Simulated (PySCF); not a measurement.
fluoro(prop-1-en-2-yloxy)borinic acid (C3H6BFO2), SMILES FB(OC(=C)C)O.

Coordinates come from a PBE-D3(BJ)/def2-SVP optimisation. One conformer was computed; it need not be the lowest.

Method: PBE-D3(BJ)/def2-SVP in PySCF.

Frequencies are harmonic and unscaled.

Computed harmonic wavenumbers and intensities:
```json
[
 {"mode": "1", "ν (cm⁻¹)": "26", "IR (km/mol)": "0.8", "moving atoms (share of kinetic energy)": "C 35 %, F 35 %, H 15 %, O 14 %"},
 {"mode": "2", "ν (cm⁻¹)": "88", "IR (km/mol)": "2.5", "moving atoms (share of kinetic energy)": "O 69 %, H 15 %, C 13 %"},
 {"mode": "3", "ν (cm⁻¹)": "164", "IR (km/mol)": "1.4", "moving atoms (share of kinetic energy)": "F 30 %, C 28 %, O 24 %, H 17 %"},
 {"mode": "4", "ν (cm⁻¹)": "197", "IR (km/mol)": "1.1", "moving atoms (share of kinetic energy)": "H 90 %"},
 {"mode": "5", "ν (cm⁻¹)": "336", "IR (km/mol)": "11.1", "moving atoms (share of kinetic energy)": "C 37 %, H 23 %, O 23 %, F 15 %"},
 {"mode": "6", "ν (cm⁻¹)": "386", "IR (km/mol)": "3.6", "moving atoms (share of kinetic energy)": "C 32 %, F 22 %, O 22 %, H 16 %, B 8 %"},
 {"mode": "7", "ν (cm⁻¹)": "444", "IR (km/mol)": "26.9", "moving atoms (share of kinetic energy)": "H 30 %, O 25 %, C 23 %, F 15 %"},
 {"mode": "8", "ν (cm⁻¹)": "484", "IR (km/mol)": "6.8", "moving atoms (share of kinetic energy)": "C 51 %, H 41 %"},
 {"mode": "9", "ν (cm⁻¹)": "497", "IR (km/mol)": "85.7", "moving atoms (share of kinetic energy)": "H 90 %"},
 {"mode": "10", "ν (cm⁻¹)": "561", "IR (km/mol)": "4.1", "moving atoms (share of kinetic energy)": "O 41 %, H 23 %, C 20 %, F 9 %"},
 {"mode": "11", "ν (cm⁻¹)": "648", "IR (km/mol)": "62.2", "moving atoms (share of kinetic energy)": "B 78 %, O 12 %"},
 {"mode": "12", "ν (cm⁻¹)": "711", "IR (km/mol)": "2.6", "moving atoms (share of kinetic energy)": "H 78 %, C 11 %, O 8 %"},
 {"mode": "13", "ν (cm⁻¹)": "767", "IR (km/mol)": "1.8", "moving atoms (share of kinetic energy)": "O 43 %, H 19 %, F 19 %, C 18 %"},
 {"mode": "14", "ν (cm⁻¹)": "813", "IR (km/mol)": "48.7", "moving atoms (share of kinetic energy)": "H 72 %, C 28 %"},
 {"mode": "15", "ν (cm⁻¹)": "894", "IR (km/mol)": "3.2", "moving atoms (share of kinetic energy)": "C 45 %, H 40 %, O 9 %"},
 {"mode": "16", "ν (cm⁻¹)": "954", "IR (km/mol)": "36.9", "moving atoms (share of kinetic energy)": "H 50 %, O 23 %, C 15 %, F 9 %"},
 {"mode": "17", "ν (cm⁻¹)": "975", "IR (km/mol)": "69.6", "moving atoms (share of kinetic energy)": "H 66 %, C 22 %"},
 {"mode": "18", "ν (cm⁻¹)": "1018", "IR (km/mol)": "1.9", "moving atoms (share of kinetic energy)": "H 62 %, C 37 %"},
 {"mode": "19", "ν (cm⁻¹)": "1039", "IR (km/mol)": "70.5", "moving atoms (share of kinetic energy)": "H 51 %, O 33 %, C 14 %"},
 {"mode": "20", "ν (cm⁻¹)": "1270", "IR (km/mol)": "136.9", "moving atoms (share of kinetic energy)": "C 50 %, H 35 %, O 10 %"},
 {"mode": "21", "ν (cm⁻¹)": "1341", "IR (km/mol)": "55.5", "moving atoms (share of kinetic energy)": "H 70 %, C 24 %"},
 {"mode": "22", "ν (cm⁻¹)": "1362", "IR (km/mol)": "42.2", "moving atoms (share of kinetic energy)": "H 62 %, C 28 %"},
 {"mode": "23", "ν (cm⁻¹)": "1391", "IR (km/mol)": "14.0", "moving atoms (share of kinetic energy)": "H 96 %"},
 {"mode": "24", "ν (cm⁻¹)": "1397", "IR (km/mol)": "213.8", "moving atoms (share of kinetic energy)": "B 54 %, H 19 %, O 15 %, F 8 %"},
 {"mode": "25", "ν (cm⁻¹)": "1408", "IR (km/mol)": "21.4", "moving atoms (share of kinetic energy)": "H 88 %"},
 {"mode": "26", "ν (cm⁻¹)": "1453", "IR (km/mol)": "781.3", "moving atoms (share of kinetic energy)": "B 71 %, O 25 %"},
 {"mode": "27", "ν (cm⁻¹)": "1682", "IR (km/mol)": "107.0", "moving atoms (share of kinetic energy)": "C 91 %, H 8 %"},
 {"mode": "28", "ν (cm⁻¹)": "2972", "IR (km/mol)": "12.8", "moving atoms (share of kinetic energy)": "H 97 %"},
 {"mode": "29", "ν (cm⁻¹)": "3044", "IR (km/mol)": "7.5", "moving atoms (share of kinetic energy)": "H 91 %, C 9 %"},
 {"mode": "30", "ν (cm⁻¹)": "3100", "IR (km/mol)": "8.2", "moving atoms (share of kinetic energy)": "H 91 %, C 9 %"},
 {"mode": "31", "ν (cm⁻¹)": "3112", "IR (km/mol)": "0.3", "moving atoms (share of kinetic energy)": "H 94 %"},
 {"mode": "32", "ν (cm⁻¹)": "3214", "IR (km/mol)": "2.5", "moving atoms (share of kinetic energy)": "H 89 %, C 11 %"},
 {"mode": "33", "ν (cm⁻¹)": "3767", "IR (km/mol)": "99.8", "moving atoms (share of kinetic energy)": "H 94 %"}
]
```
